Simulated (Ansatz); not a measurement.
`F[SiH2]C(Cl)Br` and `ClC(Cl)Br` differ in one atom or group.

Ansatz, PBE0-D4/def2-TZVP geometries, multiplicity 1. Each molecule was computed in one conformer, which needn't be the lowest.

Scalar relativity is left out up to krypton.

| property | `F[SiH2]C(Cl)Br` |
| --- | --- |
| HOMO–LUMO gap (PBE0/def2-TZVPP) / eV | 7.20 |
| HOMO energy (PBE0/def2-TZVPP) / eV | -8.26 |
| LUMO energy (PBE0/def2-TZVPP) / eV | -1.06 |
| size of the dipole moment (ωB97M-V/def2-TZVPP) / D | 1.08 |
| HOMO–LUMO gap (ωB97M-V/def2-TZVPP) / eV | 11.50 |
| HOMO energy (B3LYP/def2-TZVPP) / eV | -8.03 |

Problem. Give the same properties after the change, and the shifts. (Best estimate.)

Solution. Ansatz gave: 
```tsv
property	`ClC(Cl)Br`	shift
HOMO–LUMO gap (PBE0/def2-TZVPP) / eV	7.18	-0.02
HOMO energy (PBE0/def2-TZVPP) / eV	-8.46	-0.20
LUMO energy (PBE0/def2-TZVPP) / eV	-1.28	-0.22
size of the dipole moment (ωB97M-V/def2-TZVPP) / D	1.02	-0.06
HOMO–LUMO gap (ωB97M-V/def2-TZVPP) / eV	11.58	0.08
HOMO energy (B3LYP/def2-TZVPP) / eV	-8.18	-0.15
```

Dipoles are sizes alone; their direction can turn.

B3LYP here is the variant with VWN-RPA as its local correlation; programs differ in this.

Spin–orbit coupling is left out; it splits and shifts lone-pair levels of the heavy atoms by tenths of an eV.
